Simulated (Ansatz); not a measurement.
`C#C[SiH2]F` + `[AlH3]` → `C#C[SiH2][AlH2]` + H–F at 500 K and 1 bar (formal exchange of groups at the Si–F bond).

Computed with Ansatz on PBE0-D4/def2-TZVP structures; ΔE is electronic, products minus reactants. CCSD(T)/CBS adds triple-zeta CCSD(T) − MP2 to the extrapolated MP2 energy (def2 sets, frozen cores). This one scheme is used for every species.

```json
{"species": "`C#C[SiH2]F`", "CCSD(T)/CBS energy (Eh)": "-466.78369", "H − E (kJ/mol)": "137.2", "S (J/(mol·K))": "346.0"}
{"species": "`[AlH3]`", "CCSD(T)/CBS energy (Eh)": "-243.78045", "H − E (kJ/mol)": "68.7", "S (J/(mol·K))": "232.2"}
{"species": "`C#C[SiH2][AlH2]`", "CCSD(T)/CBS energy (Eh)": "-610.12048", "H − E (kJ/mol)": "175.5", "S (J/(mol·K))": "413.6"}
{"species": "H–F", "CCSD(T)/CBS energy (Eh)": "-100.39570", "H − E (kJ/mol)": "39.4", "S (J/(mol·K))": "188.7"}
```

H − E and S are ideal-gas, rigid-rotor, harmonic terms from PBE0-D4/def2-TZVP. 1 Eh = 2625.50 kJ/mol, R = 8.31446 J/(mol·K).

Question: By hand: ΔE, ΔH, ΔS and ΔG.

Answer: ΔE = (-610.12048) + (-100.39570) − (-466.78369) − (-243.78045) = 0.04796 Eh = 125.9 kJ/mol. Δ(H − E) = 175.5 + 39.4 − 137.2 − 68.7 = 9.0, so ΔH = 134.9 kJ/mol. ΔS = 413.6 + 188.7 − 346.0 − 232.2 = 24.1 J/(mol·K). ΔG = 134.9 − 500 × (24.1)/1000 = 122.9 kJ/mol.

Question: By hand: the equilibrium constant, and the temperature at which ΔG would vanish if ΔH and ΔS stayed fixed.

Answer: log₁₀ K = −ΔG/(RT ln 10) = -12.8. ΔG = 0 at ΔH/ΔS = 5598 K, far beyond where these terms or the molecules hold.

ΔH outweighs TΔS. A doubt of 5 kJ/mol in ΔE shifts log₁₀ K by 0.5 here. Modes under 60 cm⁻¹, often nearly free rotors, make the harmonic entropy too high. These are equilibria of isolated gas molecules and say nothing of rates. Largest T1 diagnostic: 0.013 (customary marks: 0.02 for closed shells, 0.045 for open ones).
